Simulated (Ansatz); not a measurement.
A nudged elastic band was laid between two geometries of C2H9BOSn (14 atoms, charge 0, multiplicity 1).

Level of theory: Ansatz, RKS PBE0-D4/def2-SVP.

- movable images: 7
- climbing image: yes
- spring: 5.0 eV/Å²
- optimiser: quadratic models (default)
- start path: through a guess of the saddle point
- force threshold: 0.03 eV/Å
- iteration limit: 60
- end points: relaxed

Initial state:

```xyz
14
Properties=species:S:1:pos:R:3
B -1.183 1.878 0.820
Sn -0.291 -0.184 0.974
C 1.864 -0.226 0.915
O -0.922 -1.300 -0.569
C -0.667 -0.898 -1.874
H -1.803 2.218 -0.159
H -1.049 2.676 1.718
H -0.870 -1.102 2.303
H 2.236 0.288 0.018
H 2.197 -1.273 0.894
H 2.276 0.267 1.807
H -1.048 0.120 -2.109
H 0.413 -0.903 -2.136
H -1.166 -1.592 -2.574
```

Final state:

```xyz
14
Properties=species:S:1:pos:R:3
B -1.222 2.134 1.261
Sn -0.355 0.145 0.693
C 1.798 0.035 0.735
O -0.897 -0.157 -1.214
C -0.555 -1.338 -1.863
H -1.844 2.781 0.457
H -1.068 2.577 2.374
H -1.000 -1.192 1.577
H 2.226 0.818 0.093
H 2.126 -0.948 0.370
H 2.162 0.174 1.764
H 0.542 -1.489 -1.960
H -0.962 -2.247 -1.370
H -0.964 -1.321 -2.889
```

Task: What changes between the two ends?

Result: No bond is made or broken. The dihedral C3–Sn2–O4–C5 goes from -65 to 59°.

Task: Give the energies along the band, and the barrier.

Result: The forces met the threshold. The highest image is number 4 of 0 to 8, 0.8 kcal/mol above the first end and 1.1 kcal/mol above the last; the last end lies 0.3 kcal/mol below the first. A vibrational analysis at the climbing image gives one clearly imaginary mode, 65i cm⁻¹: a first-order saddle point.

| image | path coordinate (Å) | energy (kcal/mol) | dihedral C3–Sn2–O4–C5 (°) |
| --- | --- | --- | --- |
| 0 | 0.00 | 0.0 | -65 |
| 1 | 0.55 | 0.1 | -52 |
| 2 | 1.11 | 0.4 | -39 |
| 3 | 1.66 | 0.7 | -24 |
| 4 | 2.21 | 0.8 | -8 |
| 5 | 2.84 | 0.6 | 13 |
| 6 | 3.47 | 0.2 | 31 |
| 7 | 4.10 | -0.1 | 46 |
| 8 | 4.73 | -0.3 | 59 |

Task: What is the geometry of the highest image?

Result: 
```xyz
14
Properties=species:S:1:pos:R:3
B -1.283 2.047 1.166
Sn -0.434 -0.018 0.900
C 1.708 -0.095 0.669
O -1.218 -0.823 -0.763
C -0.434 -1.153 -1.861
H -2.117 2.476 0.408
H -0.909 2.749 2.076
H -0.919 -1.103 2.147
H 2.024 0.503 -0.198
H 2.027 -1.136 0.521
H 2.192 0.302 1.573
H 0.076 -0.281 -2.325
H 0.354 -1.903 -1.640
H -1.079 -1.593 -2.644
```

The band took 31 iterations and roughly 25 core-minutes.

Run time: 13 min on 2 threads of Arm Neoverse V2, with other jobs on the host, peak memory 0.36 GiB.
